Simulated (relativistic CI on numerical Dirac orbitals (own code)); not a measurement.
## Zr³⁺ (4d) in a crystal field

Calculated by Dirac-Coulomb-Breit CI, separate exchange-only KLI orbitals for each configuration, QED by a radiative potential, valence Slater integrals scaled by 0.9, one configuration in a parametric crystal field (own radial code).

Field parameters in Wybourne normalisation: D3d B²₀ = −7Dσ, B⁴₀ = −14Dq − 21Dτ, B⁴₃ = −14√(10/7) Dq. The field is a parameter set, without covalency.

S is read from ⟨S²⟩ = S(S + 1).

Levels (cm⁻¹, degeneracy): 0 (2), 764 (2), 1237 (2), 22898 (2), 22988 (2).

Task: Which field gives this pattern?
A. D3d, 10Dq = 22850, Dσ = 760, Dτ = -200 cm⁻¹
B. D3d, 10Dq = 22850, Dσ = 330, Dτ = -200 cm⁻¹
C. D3d, 10Dq = 22850, Dσ = -760, Dτ = -200 cm⁻¹
D. D3d, 10Dq = 22850, Dσ = 980, Dτ = -200 cm⁻¹

Result: A. D3d, 10Dq = 22850, Dσ = 760, Dτ = -200 cm⁻¹, ground level with S = 0.50.
